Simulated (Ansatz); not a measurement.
Reaction (formal loss of a carbene): `C[O][Au]` → `[CH2]` (triplet) + `[OH][Au]`

Computed with Ansatz on PBE0-D4/def2-TZVP structures; ΔE is electronic, products minus reactants. CBS: MP2 limit from def2 TZ/QZ plus the TZ coupled-cluster correction, frozen cores. This one scheme is used for every species. DFT in def2-TZVPP. HSE06 is defined as in plane-wave codes. Triplets are unrestricted, without spin–orbit coupling. Elements past krypton have def2 core potentials. For Au outer-core shells are correlated without core-valence functions, which leaves a few kJ/mol of doubt a bond.

| level | ΔE (eV) |
| --- | --- |
| r2SCAN0-D4 | 3.68 |
| HSE06-D4 | 3.94 |
| ωB97M-V | 3.93 |
| BLYP | 3.88 |
| PBE0 | 3.88 |
| HSE06 | 3.89 |
| LC-ωPBE | 3.78 |
| CCSD/def2-SVP | 3.78 |

Task: What does CCSD(T)/CBS give? (Best estimate.)

Result: The calculation gave: +3.91 eV. The listed levels differ from it by -0.23, 0.03, 0.02, -0.03, -0.03, -0.02, -0.13, -0.13 eV.

Task: What do rigid-rotor, harmonic-oscillator terms from PBE0-D4/def2-TZVP frequencies (298.15 K, 1 bar) make of the CCSD(T)/CBS value? (An estimate is asked.)

Result: Ansatz gave: ΔZPE = -0.31 eV, ΔH = +3.68 eV, ΔS = 158 J/(mol·K), ΔG = +3.19 eV. Open shells count their whole term as degenerate.

Largest T1 diagnostic among the species: 0.033, so the coupled-cluster value is less sure than usual.

The D4 term adds +0.09 eV with B3LYP and +0.05 eV with PBE0; it sums over pairs of atoms, weighted by their polarisabilities, and B3LYP, whose exchange is more repulsive, gets the larger term. From r2SCAN to r2SCAN0 (25 % exact exchange), in def2-TZVPP and without D4, ΔE moves by −0.11 eV.

B3LYP here is the variant with VWN-RPA as its local correlation; programs differ in this.
